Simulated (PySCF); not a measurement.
H2OSSn, SMILES [OH][Sn][SH] (connectivity only; charge and spin as stated), neutral, multiplicity 1.

Geometry optimised at PBE0-D3(BJ)/def2-TZVP. The def2 effective core potentials stand for the cores of Sn; spin–orbit coupling is left out. The values are those of a single conformer.

Level of theory: PySCF with PBE0-D3(BJ)/def2-TZVP.

Frequencies are harmonic and unscaled.

Give all harmonic wavenumbers and intensities. (An estimate is asked for; the answer gives what the named calculation found.)


```
mode  ν (cm⁻¹)  IR (km/mol)  moving atoms (share of kinetic energy)
----  --------  -----------  --------------------------------------
1          153         10.2         O 56 %, S 23 %, H 11 %, Sn 10 %
2          255         34.9                                  H 96 %
3          328         49.5                         S 75 %, Sn 22 %
4          398         94.4                          H 89 %, O 11 %
5          604        119.2                         O 86 %, Sn 12 %
6          616          7.9                                  H 94 %
7          757         70.4                                  H 91 %
8         2711          1.6                                  H 97 %
9         3878         48.0                                  H 94 %
```
